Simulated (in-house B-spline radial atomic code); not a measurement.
Values are calculated unless marked as measured or tabulated.
# Ghost states of the separable form: Zr

Zr, [Kr] 4d2 5s2, non-relativistic LDA (VWN5), spherical and spin-unpolarised, from a B-spline radial code for spherical atoms (atomic units; all potentials screened as in the neutral atom).

Troullier-Martins channels: 5s (ε = -0.1624, r_c = 3.116 bohr), 4p (ε = -1.1866, r_c = 1.227 bohr), 4d (ε = -0.1507, r_c = 1.656 bohr). In the Kleinman-Bylander form one channel serves as the local potential, and each other channel l becomes |δV u><u δV|/<u|δV|u>, with δV = V_l − V_local and u the pseudo-orbital. Its strength is E_KB = <u|δV²|u>/<u|δV|u>. By the analysis of Gonze, Stumpf and Scheffler a spurious state lies below the reference level ε if E_KB > 0 and ε is above the second level of the local potential alone, or if E_KB < 0 and ε is above its first. The table's levels are those of angular momentum l in a sphere of 9 bohr, whose wall can lift a shallow ε a little above its free-atom value.

```json
{"local": "d", "channel": "s", "<u δV u>": "0.15271", "<u δV² u>": "0.34552", "ε": "-0.1606", "first local level": "-3.7910", "second local level": "-0.5789"}
{"local": "d", "channel": "p", "<u δV u>": "0.25757", "<u δV² u>": "1.0475", "ε": "-1.1866", "first local level": "-1.6768", "second local level": "-0.0978"}
{"local": "s", "channel": "d", "<u δV u>": "-1.564", "<u δV² u>": "5.7981", "ε": "-0.1505", "first local level": "0.0591", "second local level": "0.3170"}
{"local": "s", "channel": "p", "<u δV u>": "-3.1212", "<u δV² u>": "12.355", "ε": "-1.1866", "first local level": "-0.0687", "second local level": "0.1874"}
{"local": "p", "channel": "d", "<u δV u>": "-0.056962", "<u δV² u>": "0.26028", "ε": "-0.1505", "first local level": "-0.1188", "second local level": "0.1215"}
{"local": "p", "channel": "s", "<u δV u>": "0.1495", "<u δV² u>": "0.30758", "ε": "-0.1606", "first local level": "-2.1833", "second local level": "-0.2132"}
```

(1) Apply the rule to each row.

Diagonalising the separable Hamiltonian gives:

```tsv
local	channel	three lowest levels	all-electron, two lowest valence levels
d	s	-2.6299, -0.1606, 0.1176	-0.1606, 0.1195
d	p	-1.1866, -0.0472, 0.2111	-1.1866, -0.0473
s	d	-0.1505, 0.1146, 0.4351	-0.1505, 0.1117
s	p	-1.1866, -0.0238, 0.2554	-1.1866, -0.0473
p	d	-0.1505, 0.1117, 0.4171	-0.1505, 0.1117
p	s	-0.6127, -0.1606, 0.1203	-0.1606, 0.1195
```

(2) Which choices of local channel are safe?

Results:

(1) Local d, channel s: E_KB = +2.26, so ε = -0.1606 is set against -0.5789: a ghost. Local d, channel p: E_KB = +4.07, so ε = -1.1866 is set against -0.0978: no ghost. Local s, channel d: E_KB = -3.71, so ε = -0.1505 is set against 0.0591: no ghost. Local s, channel p: E_KB = -3.96, so ε = -1.1866 is set against -0.0687: no ghost. Local p, channel d: E_KB = -4.57, so ε = -0.1505 is set against -0.1188: no ghost. Local p, channel s: E_KB = +2.06, so ε = -0.1606 is set against -0.2132: a ghost.

(2) Free of ghosts: s. With d local the s channel has a ghost 2.47 hartree below ε, since the local potential binds more than one state below ε, and a repulsive term of rank one raises each level at most to the next, so it clears only one of them. With p local the s channel has a ghost 0.45 hartree below ε, since the local potential binds more than one state below ε, and a repulsive term of rank one raises each level at most to the next, so it clears only one of them. Among the safe choices the second level, which tests transfer, is off by at most 23.5 millihartree (s local).
